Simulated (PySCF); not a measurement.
A GIAO shielding run with PySCF 2.14 (density fitting, non-relativistic, gas phase) on `InChI=1S/C6H12O2SSi/c1-9(8)6-2-5(3-7)4-10-6/h3,5-6H,2,4,10H2,1H3/t5-,6-,9-/m1/s1`:

```
$ OMP_NUM_THREADS=1 python probes_run.py task.json out

{"job": {"kind": "nmr", "xc": "PBE0", "basis": "pcSseg-1"}, "charge": 0, "multiplicity": 1}
C      3.243184    -0.650485    -0.072097
S      1.539759    -1.359733    -0.004478
O      1.171707    -1.379036     1.416160
C      0.694215     0.128982    -0.692190
C     -0.702523    -0.285870    -1.147158
C     -1.599423    -0.375931     0.090831
C     -3.044009    -0.538308    -0.275059
O     -3.801509    -1.347960     0.179228
C     -1.441430     0.935702     0.878636
Si     0.404505     1.378749     0.729382
H      3.560340    -0.624222    -1.108299
H      3.246806     0.341817     0.363915
H      3.889952    -1.309619     0.497301
H      1.292345     0.463135    -1.537389
H     -1.105468     0.470801    -1.827720
H     -0.677798    -1.240683    -1.678882
H     -1.282844    -1.213459     0.717125
H     -3.390895     0.211045    -1.020121
H     -1.782677     0.806518     1.902597
H     -2.061077     1.713808     0.428213
H      0.636077     2.730542     0.201057
H      1.200350     1.163591     1.927342
```

Hardware: 1 thread of an Arm Neoverse N1, shared host. The job also computes population analyses, field gradients, ring-centre shieldings.

**Question.** How large is the calculation?

**Answer.** 94 electrons, 244 basis functions and 1310 auxiliary functions.

**Question.** How long does it take, and how much memory does it need?

**Answer.** 120 s of wall time, with 15 SCF cycles and 5 response iterations; peak memory 1.1 GiB. Times on a shared host scatter by some tens of per cent.
